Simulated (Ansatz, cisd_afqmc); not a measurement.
System: BNH3F, charge 0, singlet. BNH3F (SMILES NBF).
B3LYP-D3(BJ)/def2-TZVP minimum from Ansatz (a program for electronic structure):
```xyz
6

B     -0.1121    -0.4811    -0.0284
H     -0.4385    -1.6180    -0.1742
F      0.7267    -0.1703     0.9732
N     -0.5753     0.5296    -0.8653
H     -0.3101     1.4954    -0.7568
H     -1.2037     0.3533    -1.6292
```

Atomisation energy term by term, kcal/mol (programs: Ansatz, cisd_afqmc). UHF or UKS for unpaired electrons; spin-orbit terms are left out. Cores are frozen in correlated methods. Rows without X2C or -DK are non-relativistic. AFQMC/CISD: phaseless, guided by CISD from CCSD amplitudes; bars are statistical, one sigma. Outlying blocks are dropped, and bars are widened where a walk drifts. Over all cases where full CI ran beside it in this data, AFQMC minus full CI had a median of +0.1 mEh and passed +0.4 mEh in a tenth of the cases. CBS(X,Y): correlation extrapolated as X^-3, Hartree-Fock from the larger set (Q,5: extrapolated as (X+1)exp(-9√X)). A bracket is a step between two methods taken in the basis named. '+ core + X2C': CCSD(T) terms for core correlation (cc-pwCVTZ) and scalar relativity (cc-pVTZ-DK). For partners of very few electrons the exact lower level stands in for a higher one.

```json
[
 {"term": "Hartree-Fock", "basis": "CBS(cc-pVQZ,cc-pV5Z)", "kcal/mol": "415.59"},
 {"term": "CCSD correlation", "basis": "CBS(cc-pVQZ,cc-pV5Z)", "kcal/mol": "134.84"},
 {"term": "(T)", "basis": "CBS(cc-pVQZ,cc-pV5Z)", "kcal/mol": "8.38"},
 {"term": "CCSDT(Q) - CCSD(T)", "basis": "cc-pVTZ", "kcal/mol": "0.04"},
 {"term": "core correlation", "basis": "cc-pwCVTZ", "kcal/mol": "2.24"},
 {"term": "scalar relativity", "basis": "X2C, cc-pVTZ-DK", "kcal/mol": "-0.57"},
 {"term": "sum: De", "basis": "", "kcal/mol": "560.5"}
]
```

The step beyond CCSD(T) by other levels: AFQMC/CISD in cc-pVDZ 0.61 ± 0.25; CCSDT(Q) in cc-pVDZ 0.50 kcal/mol.
